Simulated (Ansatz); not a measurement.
Consider the formal hydrolysis of a B–Ga bond: `[NH2][GaH][BH][SiH3]` + H₂O → `OB[SiH3]` + `[NH2][GaH2]`.

Calculated with Ansatz (gas phase, PBE0-D4/def2-TZVP geometries, no zero-point term in ΔE). CCSD(T)/CBS is the MP2 limit (def2-TZVPP, def2-QZVPP) plus CCSD(T) − MP2 in def2-TZVPP, frozen cores. This one scheme is used for every species. DFT in def2-TZVPP. For Ga outer-core shells are correlated without core-valence functions, which leaves a few kJ/mol of doubt a bond. Scalar relativity is left out up to krypton. Each species was taken in one conformer, which may not be the lowest.

```csv
level,ΔE (kJ/mol)
PBE0,-145.7
SCS-MP2/def2-QZVPP,-147.3
```

Q: What does CCSD(T)/CBS give? (Best estimate.)

A: Ansatz gave: -137.4 kJ/mol. The listed levels differ from it by -8.3, -9.9 kJ/mol.

Largest T1 diagnostic among the species: 0.015.

At CCSD(T), def2-SVP lies −39.1 kJ/mol from the extrapolated value and def2-TZVPP −7.5 kJ/mol. In def2-TZVPP, CCSD(T) changes the Hartree–Fock value by +15.3 kJ/mol (the triples alone add +0.2 kJ/mol) and MP2 by +12.6 kJ/mol. The D4 term adds +6.5 kJ/mol with B3LYP and +3.8 kJ/mol with PBE0; it sums over pairs of atoms, weighted by their polarisabilities, and B3LYP, whose exchange is more repulsive, gets the larger term.

B3LYP here is the variant with VWN-RPA as its local correlation; programs differ in this.
